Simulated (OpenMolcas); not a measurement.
## Tm3+: ligand-field states by method

Tm3+ with its 6 nearest oxide ions at 2.311 Å, on the Ca site of CaO (a = 4.8105 Å, distance in the model lattice 2.405 Å). The rest of the host is ab initio model potentials to 7.6 Å, with orthogonalisation functions on the cations behind the ligands, and point charges beyond; the distance is set by hand and nothing relaxes, and no local charge compensation is placed. Ligand basis ANO-RCC-VDZP.

```
Program             : OpenMolcas
Basis               : ANO-RCC-VDZP [7s6p4d2f1g]
Scalar Hamiltonian  : DKH2, point nucleus
Active space        : 12 electrons in 7 orbitals (4f)
State averaging     : 2S+1 = 3 even, 21 roots; 2S+1 = 1 even, 27 roots kept (CI in the orbitals of an earlier block)
Spin-orbit coupling : state interaction with AMFI integrals over the reference wave functions
```

I. CASSCF
II. SS-CASPT2, IPEA 0.25 Eh, imaginary shift 0.1 Eh (closed shells correlated: 5s 5p and the ligand valence shells)

Spin-free states (labels of O, the rotations of Oh) in cm-1, each column counted from its own energy of the first state listed:

```
State  Degeneracy      I     II
  3T1           3      0      0
   3E           2    136    150
  3T2           3    362    400
  3T1           3    637    840
  3A2           1   8115   6700
  3T2           3   8163   6740
  3T1           3   8305   6970
  1T2           3   8717   9030
   1E           2   9457  10020
  1T1           3   9551   9180
  1A1           1   9685  10380
   1E           2  27811  25120
  1T2           3  28320  25760
   1E           2  33675  31770
  1T2           3  33713  32550
  1A2           1  33847  31500
  1T2           3  34210  32370
  1T1           3  34325  32320
  1A1           1  34425  32510
  3T1           3  37151  32830
```

From I to II, I's first state of another spin (1T2) moves from 8717 to 9030 cm-1, by about +310 cm-1.

With spin-orbit coupling the lowest J multiplet is 549 (I), 709 (II) cm-1 wide, a factor of 1.29 from I to II.

χT at 300 K: I 6.88, II 6.80 cm3 K/mol.

Roots that are degenerate in the reference are averaged as groups; the widest CASPT2 spread within a group is 95 cm-1 (the 2-fold group of multiplicity 1 near 31800 cm-1 above the lowest state of its run, II). Shifts and gaps below about the spread of the groups concerned are not significant. Over all roots computed the reference weight is 0.67 in II; a low but even weight reflects the number of correlated electrons. Without dynamic correlation the ligand-field splitting of an f shell can come out too small, at times by half (holds for I). Splittings of an f shell from a small cluster at a set distance can be off by tens of per cent, mostly too small (holds for II). No measured value stands beside these numbers; the geometry was set by hand and not optimised.
